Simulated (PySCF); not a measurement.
Two species compared at the same levels of theory.

First species: C7H9FSi.
Geometry (GFN2-xTB, Å), atoms numbered from 1 in this order:
```xyz
18
C7H9FSi angstrom
C      4.196   -0.160    0.444
C      3.036   -0.464    0.349
Si     1.268   -0.941    0.237
C      0.088    0.446   -0.335
C     -1.304    0.616    0.127
C     -1.860    1.822    0.161
C     -2.048   -0.601    0.586
C      0.466   -0.568   -1.439
F     -0.534   -1.370   -1.929
H      5.210    0.111    0.517
H      0.810   -2.079    1.006
H      0.561    1.407   -0.525
H     -2.869    1.968    0.507
H     -1.335    2.706   -0.160
H     -1.571   -1.019    1.473
H     -3.075   -0.348    0.835
H     -2.057   -1.366   -0.187
H      1.007   -0.155   -2.286
```

Second species: C₇H₉FSi.
Atom-mapped SMILES: `[CH3:1][C:2]#[C:3][C:4]1=[C:5]([F:6])[CH2:7][CH2:8][SiH2:9]1` (hydrogens: H10, H11, H12 on C1; H13, H14 on C7; H15, H16 on C8; H17, H18 on Si9)

Levels: PBE0/pcSseg-1 for HOMO energy, LUMO energy and HOMO–LUMO gap. Geometries: GFN2-xTB. All species are isolated and taken at one optimised geometry, non-relativistic unless stated. Electronic properties by PySCF.

Dipoles, sizes and rotational constants follow the conformer. The torsions of the flexible species, by atom-mapped SMILES:
- `[CH:1]#[C:2][Si@H:3]1[C@H:4]([C:5](=[CH2:6])[CH3:7])[C@@H:8]1[F:9]`: Si3–C4–C5–C6 151°

The conformers of `CC#CC1=C(F)CC[SiH2]1` aren't listed.

Values for the first species:

| Item | Value |
| --- | --- |
| HOMO energy | -6.63 eV |
| LUMO energy | -0.77 eV |
| HOMO–LUMO gap | 5.86 eV |

Task: Estimate the same properties for the second species, and the change in each.

Result: 
| property | first | second | second less first |
| --- | --- | --- | --- |
| HOMO energy | -6.63 eV | -6.44 eV | +0.19 eV |
| LUMO energy | -0.77 eV | -0.45 eV | +0.32 eV |
| HOMO–LUMO gap | 5.86 eV | 5.99 eV | +0.13 eV |

